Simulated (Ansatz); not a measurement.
`FB(F)Cl` + NH₃ → `NB(F)F` + HCl at 700 K and 1 bar (ligand exchange at a B–Cl bond).

Isolated molecules relaxed with PBE0-D4/def2-TZVP in Ansatz; ΔE leaves out vibrations. CBS: MP2 limit from def2 TZ/QZ plus the TZ coupled-cluster correction, frozen cores. This one scheme is used for every species. Each species was taken in one conformer, which may not be the lowest.

```json
{"species": "`FB(F)Cl`", "CCSD(T)/CBS energy (Eh)": "-684.31926", "H − E (kJ/mol)": "67.3", "S (J/(mol·K))": "330.2"}
{"species": "NH₃", "CCSD(T)/CBS energy (Eh)": "-56.50880", "H − E (kJ/mol)": "116.9", "S (J/(mol·K))": "226.5"}
{"species": "`NB(F)F`", "CCSD(T)/CBS energy (Eh)": "-280.46129", "H − E (kJ/mol)": "143.7", "S (J/(mol·K))": "340.7"}
{"species": "HCl", "CCSD(T)/CBS energy (Eh)": "-460.38127", "H − E (kJ/mol)": "38.4", "S (J/(mol·K))": "211.8"}
```

H − E and S are ideal-gas, rigid-rotor, harmonic terms from PBE0-D4/def2-TZVP, for one conformer and one mirror image of each species. 1 Eh = 2625.50 kJ/mol, R = 8.31446 J/(mol·K).

Problem. By hand: ΔE, ΔH, ΔS and ΔG.

Solution. ΔE = (-280.46129) + (-460.38127) − (-684.31926) − (-56.50880) = -0.01450 Eh = -38.1 kJ/mol. Δ(H − E) = 143.7 + 38.4 − 67.3 − 116.9 = -2.1, so ΔH = -40.2 kJ/mol. ΔS = 340.7 + 211.8 − 330.2 − 226.5 = -4.2 J/(mol·K). ΔG = -40.2 − 700 × (-4.2)/1000 = -37.3 kJ/mol.

Problem. By hand: the equilibrium constant, and the temperature at which ΔG would vanish if ΔH and ΔS stayed fixed.

Solution. log₁₀ K = −ΔG/(RT ln 10) = 2.8. ΔG = 0 at ΔH/ΔS = 9571 K, far beyond where these terms or the molecules hold.

The number of gas molecules stays the same, so ΔS is small and ΔH decides. A doubt of 5 kJ/mol in ΔE shifts log₁₀ K by 0.4 here. Other conformers and mirror images would add mixing entropy, several J/(mol·K) or more a flexible species. These are equilibria of isolated gas molecules and say nothing of rates. Largest T1 diagnostic: 0.012 (customary marks: 0.02 for closed shells, 0.045 for open ones).
